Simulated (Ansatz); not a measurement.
Input and output for (H2Ga-mu-NH2)3 (Ga3N3H12).

```yaml
crystal:
  periodic: [false, false, false]
  atoms:
    - {symbol: Ga, position_ang: [1.953510, -0.552582, -0.516554]}
    - {symbol: H, position_ang: [2.146039, -1.751345, -1.520203]}
    - {symbol: H, position_ang: [3.135083, 0.263814, 0.130067]}
    - {symbol: N, position_ang: [0.698530, 0.805986, -1.334904]}
    - {symbol: Ga, position_ang: [-0.385586, 1.897001, -0.027269]}
    - {symbol: H, position_ang: [0.500548, 2.127780, 1.255713]}
    - {symbol: H, position_ang: [-1.116518, 3.049642, -0.817899]}
    - {symbol: N, position_ang: [-1.765164, 0.509548, 0.494330]}
    - {symbol: Ga, position_ang: [-1.210564, -1.435803, 0.433130]}
    - {symbol: H, position_ang: [-1.958929, -2.206634, 1.587733]}
    - {symbol: H, position_ang: [-1.264127, -1.853669, -1.085912]}
    - {symbol: N, position_ang: [0.730620, -1.229379, 0.946477]}
    - {symbol: H, position_ang: [1.255776, 1.453664, -1.897555]}
    - {symbol: H, position_ang: [0.078783, 0.342413, -2.004706]}
    - {symbol: H, position_ang: [-2.589932, 0.619663, -0.101002]}
    - {symbol: H, position_ang: [-2.097510, 0.733671, 1.436014]}
    - {symbol: H, position_ang: [0.814319, -0.630345, 1.772310]}
    - {symbol: H, position_ang: [1.075101, -2.143435, 1.250231]}
basis:
  gaussian: {orbitals: def2-mTZVPP}
hamiltonian: {xc: {name: HF}}
correlation: {active_space: {window: {electrons: 2, orbitals: 1}}}
scf: {omitted_lower_state_checks: [starts]}
output: {forces: true}
```

```sh
$ ansatz run in.yaml --threads 2 --pin off --events-out ev --progress --plain --max-ram 22528MiB --backend cpu
```

Shortened log:

```
Functional definition: HF
2217 factors; integrals over basis functions are off by at most 1.5e-3 eV
mean field evaluation 1: about -161637.7253 eV, gradient 4.8e1 eV
mean field evaluation 2: about -161637.7304 eV, gradient 4.8e1 eV
mean field evaluation 4: about -161642.7909 eV, gradient 4.4e0 eV
mean field evaluation 8: about -161642.8587 eV, gradient 5.7e-2 eV
mean field -161642.85867885 eV, -5940.2654909831 hartree, gradient 2.6e-6 eV, S^2 0.000000; 0 other end points of the search recorded, 0 dependent functions left out
reference -161642.85867885 eV, -5940.2654909831 hartree; 63, 63 occupied and 177, 177 virtual orbitals, 2217 factors
state -161642.85867885 eV, -5940.2654909831 hartree
Total energy: -161642.85867885 eV, -5940.2654909831 hartree
Atom 0 at     1.953510    -0.552582    -0.516554 Å, force    -0.181882     0.044663     0.047507 eV/Å
Atom 1 at     2.146039    -1.751345    -1.520203 Å, force     0.082299    -0.069276    -0.057452 eV/Å
Atom 2 at     3.135083     0.263814     0.130067 Å, force     0.119032     0.013168     0.002613 eV/Å
Atom 3 at     0.698530     0.805986    -1.334904 Å, force    -0.029547     0.167916    -0.957062 eV/Å
Atom 4 at    -0.385586     1.897001    -0.027269 Å, force    -0.082523    -0.174249    -0.114918 eV/Å
Atom 5 at     0.500548     2.127780     1.255713 Å, force     0.041608     0.075406     0.078745 eV/Å
Atom 6 at    -1.116518     3.049642    -0.817899 Å, force    -0.021769     0.111423    -0.013431 eV/Å
Atom 7 at    -1.765164     0.509548     0.494330 Å, force    -0.949200     0.272900     0.288785 eV/Å
Atom 8 at    -1.210564    -1.435803     0.433130 Å, force     0.083170     0.169087     0.128984 eV/Å
Atom 9 at    -1.958929    -2.206634     1.587733 Å, force    -0.067485    -0.086984     0.035887 eV/Å
Atom 10 at    -1.264127    -1.853669    -1.085912 Å, force    -0.046889    -0.073527    -0.080979 eV/Å
Atom 11 at     0.730620    -1.229379     0.946477 Å, force     0.338837    -0.265969     0.880764 eV/Å
Atom 12 at     1.255776     1.453664    -1.897555 Å, force    -0.486252    -0.551898     0.442558 eV/Å
Atom 13 at     0.078783     0.342413    -2.004706 Å, force     0.569046     0.433442     0.545666 eV/Å
Atom 14 at    -2.589932     0.619663    -0.101002 Å, force     0.697374    -0.076477     0.524056 eV/Å
Atom 15 at    -2.097510     0.733671     1.436014 Å, force     0.267630    -0.202349    -0.826066 eV/Å
Atom 16 at     0.814319    -0.630345     1.772310 Å, force    -0.050866    -0.565290    -0.702356 eV/Å
Atom 17 at     1.075101    -2.143435     1.250231 Å, force    -0.282583     0.778014    -0.223302 eV/Å
Dipole moment:    -0.291382     0.075606     0.091246 e Å
Checks for a lower state left out: starts
```

It took 24 s on 2 threads of AMD EPYC 7R13 on a shared host, peak host memory 1.6 GiB.
